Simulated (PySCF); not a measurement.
**Relaxation of singlet ScS₂⁻**

These are results of B3LYP/[Sc def2-SVPD, S def2-SVPD], no relativity, density fitting, PySCF, not measurements. A (50,194) grid was used.

A start displaced from a saddle point along its imaginary mode, of C2v symmetry, held to at least that symmetry:

```xyz
3
charge -1 multiplicity 1, angstrom
Sc    0.2500    0.0011    0.0000
S    -0.1758   -0.0008    2.2830
S    -0.1758   -0.0008   -2.2830
```

At each step, columns x, y, z (Å) and Fx, Fy, Fz (eV/Å):

```
step 0  E − E(last) = 4.58 kJ/mol
Sc   0.250   0.001   0.000  -0.224  -0.001   0.000
S   -0.176  -0.001   2.283   0.112   0.000  -0.712
S   -0.176  -0.001  -2.283   0.112   0.000   0.712
step 1  E − E(last) = 1.66 kJ/mol
Sc   0.249   0.001   0.000  -0.022   0.000   0.000
S   -0.175  -0.001   2.251   0.011   0.000  -0.234
S   -0.175  -0.001  -2.251   0.011   0.000   0.234
step 2  E − E(last) = 1.24 kJ/mol
Sc   0.258   0.001   0.000   0.087   0.001   0.000
S   -0.180  -0.001   2.233  -0.043   0.000   0.018
S   -0.180  -0.001  -2.233  -0.043   0.000  -0.018
step 3  E − E(last) = 1.12 kJ/mol
Sc   0.269   0.001   0.000   0.092   0.001   0.000
S   -0.185  -0.001   2.229  -0.046   0.000   0.030
S   -0.185  -0.001  -2.229  -0.046   0.000  -0.030
step 4  E − E(last) = 0.25 kJ/mol
Sc   0.357   0.002   0.000   0.038   0.000   0.000
S   -0.229  -0.001   2.196  -0.019   0.000  -0.020
S   -0.229  -0.001  -2.196  -0.019   0.000   0.020
step 5  E − E(last) = 0.26 kJ/mol
Sc   0.445   0.002   0.000  -0.162  -0.001   0.000
S   -0.274  -0.001   2.162   0.081   0.001  -0.175
S   -0.274  -0.001  -2.162   0.081   0.001   0.174
step 6  E − E(last) = 0.04 kJ/mol
Sc   0.399   0.002   0.000  -0.004   0.000  -0.001
S   -0.250  -0.001   2.178   0.002   0.000  -0.035
S   -0.250  -0.001  -2.178   0.002   0.000   0.036
step 7  E − E(last) = 0.01 kJ/mol
Sc   0.408   0.002   0.000  -0.009   0.000   0.000
S   -0.255  -0.001   2.172   0.005   0.000  -0.028
S   -0.255  -0.001  -2.172   0.005   0.000   0.028
step 8  E − E(last) = 0.00 kJ/mol
Sc   0.418   0.002   0.000  -0.006   0.000   0.000
S   -0.260  -0.001   2.166   0.003   0.000  -0.008
S   -0.260  -0.001  -2.166   0.003   0.000   0.008
step 9  E − E(last) = 0.00 kJ/mol
Sc   0.418   0.002   0.000  -0.001   0.000   0.000
S   -0.260  -0.001   2.165   0.001   0.000  -0.002
S   -0.260  -0.001  -2.165   0.001   0.000   0.002
```

It ends at C2v with Sc–S 2.270 Å (×2); S–Sc–S 146.4° (after a last refinement on a finer grid). The frequency run here used a shortcut that can spoil soft modes, so no verdict on minimum or saddle point is given. Other isomers or separated fragments may lie lower.
